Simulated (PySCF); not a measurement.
Breaking a bond: SiN, doublet.

Methods: UHF/cc-pVTZ (PySCF); UKS-M06-2X = unrestricted M06-2X/cc-pVTZ (PySCF); UKS-r2SCAN = unrestricted r2SCAN/cc-pVTZ run with PySCF.

Magnitude of the dipole moment (D; its direction can reverse along the curve, and a method can change to another solution) and Mulliken charge of the fragment that holds Si1:

```json
[
 {"R / Å": "1.17", "μ UHF": "0.57", "q UHF": "0.41", "μ UKS-M06-2X": "1.29", "q UKS-M06-2X": "0.42", "μ UKS-r2SCAN": "1.35", "q UKS-r2SCAN": "0.45"},
 {"R / Å": "1.24", "μ UHF": "0.83", "q UHF": "0.37", "μ UKS-M06-2X": "1.54", "q UKS-M06-2X": "0.36", "μ UKS-r2SCAN": "1.60", "q UKS-r2SCAN": "0.40"},
 {"R / Å": "1.34", "μ UHF": "1.24", "q UHF": "0.33", "μ UKS-M06-2X": "1.90", "q UKS-M06-2X": "0.31", "μ UKS-r2SCAN": "1.92", "q UKS-r2SCAN": "0.34"},
 {"R / Å": "1.40", "μ UHF": "1.47", "q UHF": "0.31", "μ UKS-M06-2X": "2.11", "q UKS-M06-2X": "0.30", "μ UKS-r2SCAN": "2.09", "q UKS-r2SCAN": "0.32"},
 {"R / Å": "1.46", "μ UHF": "1.64", "q UHF": "0.30", "μ UKS-M06-2X": "2.32", "q UKS-M06-2X": "0.29", "μ UKS-r2SCAN": "2.25", "q UKS-r2SCAN": "0.30"},
 {"R / Å": "1.53", "μ UHF": "1.71", "q UHF": "0.27", "μ UKS-M06-2X": "2.55", "q UKS-M06-2X": "0.29", "μ UKS-r2SCAN": "2.41", "q UKS-r2SCAN": "0.30"},
 {"R / Å": "1.56", "μ UHF": "2.65", "q UHF": "0.31", "μ UKS-M06-2X": "2.64", "q UKS-M06-2X": "0.29", "μ UKS-r2SCAN": "2.47", "q UKS-r2SCAN": "0.29"},
 {"R / Å": "1.62", "μ UHF": "2.31", "q UHF": "0.29", "μ UKS-M06-2X": "2.85", "q UKS-M06-2X": "0.30", "μ UKS-r2SCAN": "2.59", "q UKS-r2SCAN": "0.30"},
 {"R / Å": "1.64", "μ UHF": "2.23", "q UHF": "0.28", "μ UKS-M06-2X": "2.90", "q UKS-M06-2X": "0.31", "μ UKS-r2SCAN": "2.62", "q UKS-r2SCAN": "0.30"},
 {"R / Å": "1.71", "μ UHF": "2.03", "q UHF": "0.28", "μ UKS-M06-2X": "3.06", "q UKS-M06-2X": "0.33", "μ UKS-r2SCAN": "2.68", "q UKS-r2SCAN": "0.32"},
 {"R / Å": "1.81", "μ UHF": "1.95", "q UHF": "0.30", "μ UKS-M06-2X": "—", "q UKS-M06-2X": "—", "μ UKS-r2SCAN": "2.72", "q UKS-r2SCAN": "0.34"}
]
```

Dashes: no converged value, or the column stops at the first point that the program doubted or that broke a chosen test of continuity, which isn't proof of a fault.

The scan ran from 1.17 to 6.23 Å; beyond the distances shown one of the unrestricted levels run for this scan, shown here or not, changes its spin distribution in one step. The unrestricted determinant behind UHF is spin-contaminated at 1.40 to 1.81 Å (<S²> up to 1.5, against 0.75 for a pure doublet).
